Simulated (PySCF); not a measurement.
Computed Raman spectrum (relative Raman activity) of a molecule C₄H₆BF. Geometry optimised at PBE0-D3(BJ)/def2-SVP. Other conformers were not sampled. Method: PBE0-D3(BJ)/def2-SVP in PySCF. Harmonic, unscaled wavenumbers; measured fundamentals usually lie a few per cent lower.

ν (cm⁻¹): 121 (vw), 195 (vw), 233 (vw), 249 (vw), 536 (vw), 643 (w), 964 (vw), 1087 (vw), 1244 (vw), 1391 (w), 1393 (w), 1415 (vw), 1473 (w), 1476 (w), 2191 (vs), 3034 (vs), 3058 (vs), 3075 (s), 3150 (vs), 3476 (m) (against the strongest line: vs over 80 %, s over 45 %, m over 15 %, w over 4 %, vw less)

Problem. Which molecule gave these data?
A. C=C1CCB1F
B. CC#CB(C)F
C. C#CB(F)CC
D. C#CCB(C)F

Solution. C, C#CB(F)CC
